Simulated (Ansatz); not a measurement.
Computed with Ansatz on PBE0-D4/def2-TZVP structures; ΔE is electronic, products minus reactants. CBS: MP2 limit from def2 TZ/QZ plus the TZ coupled-cluster correction, frozen cores. This one scheme is used for every species. DFT in def2-TZVPP. B3LYP here is the variant with VWN-RPA as its local correlation; programs differ in this. For Ge outer-core shells are correlated without core-valence functions, which leaves a few kJ/mol of doubt a bond. Scalar relativity is left out up to krypton. One conformer a species, not always the lowest.

`N[SiH2]P` + `[SH][GeH3]` → `N[SiH2][S][GeH3]` + PH₃  (cleavage of the Si–P bond)

```tsv
level	ΔE (eV)
revPBE-D4	-0.53
B3LYP-D4	-0.58
ωB97M-V	-0.60
B3LYP	-0.53
CAM-B3LYP	-0.55
HF/def2-SVP	-0.59
MP2/def2-TZVPP	-0.65
MP2/def2-QZVPP	-0.65
```

(1) What does CCSD(T)/CBS give? (An estimate is asked.)

Largest T1 diagnostic among the species: 0.013.

Results:

(1) The calculation gave: -0.61 eV. The listed levels differ from it by 0.08, 0.03, 0.01, 0.08, 0.06, 0.02, -0.04, -0.04 eV.

From BLYP to BHLYP (50 % exact exchange), in def2-TZVPP and without D4, ΔE moves by −0.06 eV. Leaving LDA and LC-ωPBE aside and taking each functional with its dispersion term where it has one, the values, not all of them listed here, spread over 0.09 eV, from BHLYP-D4 to PBE-D4. The D4 term adds −0.05 eV with B3LYP and −0.03 eV with PBE0; it sums over pairs of atoms, weighted by their polarisabilities, and B3LYP, whose exchange is more repulsive, gets the larger term.
